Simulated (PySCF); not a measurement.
Telling isomers of C₈H₉FSi apart by NMR

- shielding tensors at PBE0/pcSseg-1 (GIAO)
- GFN2-xTB structure
- code: PySCF 2.14
- single conformer, in vacuum, non-relativistic Hamiltonian, averaged over atoms made equivalent by symmetry, fast rotation or ring inversion

δ = σ(ref) − σ, references computed at the same level: TMS for ¹H and ¹³C. Splittings of carbon signals by F and P are missing where no couplings were computed. Where no couplings were computed, multiplicities follow the n + 1 count of equivalent neighbours, and m marks all less simple cases (inequivalent or close neighbours, rings, F or P nearby). Shifts are as computed. Against solution values, carbons near 30 ppm lie about +3 ppm off and those near 130 ppm about +5 ppm. Of 1309 compounds with measured shifts, 239 miss one by over three times the rms of a fit or turn the order of signals round; such compounds aren't used in these exercises.

(1) Tabulate the signals of `CCC#CC1=C(F)C=C[SiH2]1`, `C#C[Si@](F)(C#CC)C(=C)C` and their relative energies.

(2) What is the quickest way to tell CCC#CC1=C(F)C=C[SiH2]1 from C#C[Si@](F)(C#CC)C(=C)C?

Answers

(1) 
```tsv
SMILES	carbon types	δC	δH	E rel. (kcal/mol)
CCC#CC1=C(F)C=C[SiH2]1	4×C 2×CH 1×CH2 1×CH3	181.3, 153.8, 132.9, 113.3, 100.6, 80.9, 17.4, 17.1	7.10 (m, 1H), 6.07 (m, 1H), 4.65 (m, 2H), 2.65 (q, 2H), 1.25 (t, 3H)	21.9
C#C[Si@](F)(C#CC)C(=C)C	4×C 1×CH 1×CH2 2×CH3	148.3, 136.2, 112.4, 101.0, 88.2, 83.6, 24.1, 5.7	6.17 (m, 1H), 5.86 (m, 1H), 2.11 (s, 3H), 2.00 (s, 3H), 1.91 (s, 1H)	0.0
```

Energies are electronic energies at PBE0/pcSseg-1 on these geometries, without zero-point or thermal terms, each for the one conformer computed, which needn't be the lowest.

(2) Both give the same number of carbon signals, but DEPT or the intensities differ. The first has a propargylic sp3 CH2 at 17.4 ppm, the second a terminal =CH2 carbon at 136.2 ppm. Their most deshielded carbons lie at 181.3 and 148.3 ppm. In the proton spectra the most deshielded non-exchanging signals are 7.10 (m, 1H) and 6.17 (m, 1H).
